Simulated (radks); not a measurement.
Results of a calculation; reference values are marked as such.
Spherical quantum dot in the effective-mass picture: electrons in a hard-walled sphere of radius 12.6, with a point charge +1 (a donor) at the centre, all in effective atomic units (hartree* = m*/eps^2 hartree, bohr* = eps/m* bohr), one dielectric constant everywhere. Level of theory: non-relativistic Kohn-Sham, PBE, spin-polarised, spherical densities (a radial shooting solver with Libxc functionals). Levels are named by radial order and angular momentum (1s, 1p, 1d, 2s, ...), and open shells are averaged over m.

N = 3, configuration 1s2 2s(up 1, down 0). This is the lowest configuration that the search found (a dilute case). Occupied levels:

level    occupation  eigenvalue (hartree*)  <r> (bohr*)
1s up             1                0.15418        2.673
1s down           1                0.17954        3.935
2s up             1                0.20172        7.589

Energy (hartree*): total -0.359911, kinetic 0.58321, external -1.4831, Hartree 1.0366, exchange-correlation -0.49666.

Electron density:

r (bohr*)  n(r) (e/bohr*^3)
0.232                0.2157
0.866               0.06365
1.50                0.02122
2.13               0.007941
2.77               0.003317
3.40               0.001548
4.03              0.0008268
4.67              0.0005258
5.30              0.0004089
5.93              0.0003741
6.57              0.0003655
7.20              0.0003612
7.83              0.0003468
8.47              0.0003142
9.10              0.0002604
9.74              0.0001881
10.4              0.0001163
11.0             0.00005964
11.6             0.00002081
12.3              2.323e-06
